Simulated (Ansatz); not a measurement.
Mulliken charges of CH4BFSe, SMILES `B[Se]CF` from B3LYP/def2-TZVPP in Ansatz (PBE0-D4/def2-TZVP geometry).

```json
{"atom": "B1", "x (Å)": "-0.624", "y (Å)": "1.498", "z (Å)": "-0.330", "charge (e)": "-0.178"}
{"atom": "Se2", "x (Å)": "1.052", "y (Å)": "0.621", "z (Å)": "-0.390", "charge (e)": "0.073"}
{"atom": "C3", "x (Å)": "0.550", "y (Å)": "-1.146", "z (Å)": "0.281", "charge (e)": "-0.016"}
{"atom": "F4", "x (Å)": "0.363", "y (Å)": "-2.026", "z (Å)": "-0.748", "charge (e)": "-0.217"}
{"atom": "H5", "x (Å)": "-0.651", "y (Å)": "2.630", "z (Å)": "-0.699", "charge (e)": "0.051"}
{"atom": "H6", "x (Å)": "-1.584", "y (Å)": "0.919", "z (Å)": "0.076", "charge (e)": "0.043"}
{"atom": "H7", "x (Å)": "1.363", "y (Å)": "-1.510", "z (Å)": "0.911", "charge (e)": "0.123"}
{"atom": "H8", "x (Å)": "-0.377", "y (Å)": "-1.044", "z (Å)": "0.844", "charge (e)": "0.121"}
```

Problem. By hand: the dipole of these point charges (1 e Å = 4.8032 D).

Solution. Σ q r = (0.121, 0.098, 0.370) e Å, of length 0.401 e Å = 1.93 D.

Problem. How does the dipole of the full density compare? (Estimate.)

Solution. Ansatz gave: (0.030, -0.001, 0.305) e Å, 1.47 D; the point charges give 1.31 times that, at 19° from its direction.

Point charges leave out the atoms' own dipoles, such as those of lone pairs, and Mulliken's split depends on the basis, so the two needn't agree.

B3LYP here is the variant with VWN-RPA as its local correlation; programs differ in this.
